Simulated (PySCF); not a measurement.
Structure revision by computed shifts

A compound C₅H₉FOSi₂ gives the data below (simulated from a calculation) and was assigned the structure `C[SiH2][Si@H](F)c1ccco1`.

13C{1H} NMR (computed): δ 206.5 (CH), 165.7 (CH), 136.5 (CH), 85.8 (CH), 53.3 (CH).

1H NMR (400 MHz, computed): δ 9.70 (m, 1H), 7.86 (m, 1H), 6.55 (m, 1H), 5.47 (m, 1H), 4.96 (m, 1H), 4.85 (m, 1H), 4.36 (m, 1H), 4.33 (m, 1H), 3.72 (m, 1H).

[PySCF 2.14: NMR shieldings at PBE0/pcSseg-1/GIAO; geometry from GFN2-xTB; single conformer; non-relativistic Hamiltonian; no solvent]

Scale: TMS for 1H and 13C (reference shieldings calculated alike).

Q: Compare with the shifts computed for the proposed structure, pairing carbons in order of shift.

A: Structure with atom numbers: `[CH3:1][SiH2:2][Si@H:3]([F:4])[c:5]1[cH:6][cH:7][cH:8][o:9]1`. Each H is labelled by its parent atom.

```tsv
atom	computed for proposal	given list	difference
C5	159.4	206.5	-47.1
C8	152.8	165.7	-12.9
C6	129.5	136.5	-7.0
C7	117.5	85.8	+31.7
C1	-10.8	53.3	-64.1
```

The rms difference is 38.8 ppm and the largest -64.1 ppm at C1 (methyl carbon bonded to Si). The carbon types in order of shift don't match either: C, CH, CH, CH, CH3 for the proposal against CH, CH, CH, CH, CH in the data. The proposal doesn't fit.

Q: Which isomer fits?

A: `O=C[C@@H]1[SiH2]C=C[SiH2][C@H]1F`.

Carbon types of the structure: 5 × CH, leaving 4 H on heteroatoms. δC 206.5: aldehyde carbonyl carbon; the double bond to the heteroatom, with no lone-pair donor beside it, deshields it most. δC 165.7, 136.5: alkene CH. δC 85.8: sp3 CH bonded to F and Si; the inductive effect lowers its shielding. δH 9.70: hydrogen on an aldehyde carbonyl carbon; the formyl region, downfield of aromatic protons.

The shifts were computed for this structure.

Splittings by 19F in the carbon and heteronuclear signals aren't shown, as no couplings were computed. Shifts are as computed. Against solution values, carbons near 30 ppm lie about +3 ppm off and those near 130 ppm about +5 ppm. Of 1309 compounds with measured shifts, 239 miss one by over three times the rms of a fit or turn the order of signals round; such compounds aren't used in these exercises. No couplings were computed; multiplicities are counted from neighbouring protons, with m where these are inequivalent, close in shift, in a saturated or five-membered ring or joined by F or P, and br s for small geminal =CH2 splittings.
